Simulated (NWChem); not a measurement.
Atomisation of HIn

```xyz
2

In     0.0000     0.0000     0.0377
H      0.0000     0.0000    -1.8484
```
Charge 0, spin multiplicity 1.

Everything below was run with NWChem. The geometry was optimised at PBE/def2-SVP with def2 effective core potentials on In, a minimum by its harmonic frequencies.

Basis set: def2-TZVP. The atomisation energy is electronic alone: no zero-point, thermal, spin-orbit or counterpoise terms. No value is extrapolated to the basis-set limit. Free atoms are single determinants with multiplicities In 2, H 2.

Effective core potentials replace the inner electrons of In; spin-orbit coupling is left out. B3LYP has NWChem's definition, with VWN1-RPA local correlation. The structure started from a generated list of species. The stability of the SCF solutions was not checked. Open-shell Hartree-Fock references start from PBE0 orbitals.

Q: One of these methods gave an atomisation energy of 42.1 kcal/mol. Which?
A) LDA (SVWN5)
B) HF
C) PBE0
D) B3LYP

A: B, HF. The others give 70.2 (LDA (SVWN5)), 63.3 (B3LYP), 60.4 (PBE0).
